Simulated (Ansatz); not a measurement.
The same molecule with X = F, Cl, Br. Ansatz, PBE0-D4/def2-TZVP geometries, multiplicity 1. Each molecule was computed in one conformer, which needn't be the lowest.

Scalar relativity is left out up to krypton.

```
 X                molecule  mean X–Al bond length / Å  size of the dipole moment (B3LYP/def2-TZVPP) / D  LUMO energy (B3LYP/def2-TZVPP) / eV  HOMO–LUMO gap (ωB97M-V/def2-TZVPP) / eV
 F   `[NH2][Al]([NH2])[F]`                      1.652                                              2.36                                -0.42                                    10.98
Br  `[NH2][Al]([NH2])[Br]`                      2.258                                              2.56                                -0.47                                    11.03
```

(1) Give the row for X = Cl, `[NH2][Al]([NH2])[Cl]`. (An estimate is asked.)

Results:

(1) Computed: 
| X | molecule | mean X–Al bond length / Å | size of the dipole moment (B3LYP/def2-TZVPP) / D | LUMO energy (B3LYP/def2-TZVPP) / eV | HOMO–LUMO gap (ωB97M-V/def2-TZVPP) / eV |
| --- | --- | --- | --- | --- | --- |
| Cl | `[NH2][Al]([NH2])[Cl]` | 2.099 | 2.48 | -0.39 | 11.07 |

From F to Br the mean X–Al bond length rises at each step, by 0.606 Å in all; the LUMO energy (B3LYP/def2-TZVPP) isn't monotonic: highest at Cl, lowest at Br; the HOMO–LUMO gap (ωB97M-V/def2-TZVPP) isn't monotonic: highest at Cl, lowest at F. Bonds lengthen as the atom grows down the group. Dipoles are sizes alone, and their direction can turn along the series.

B3LYP here is the variant with VWN-RPA as its local correlation; programs differ in this.

Spin–orbit coupling is left out; it splits and shifts lone-pair levels of the heavy atoms by tenths of an eV.
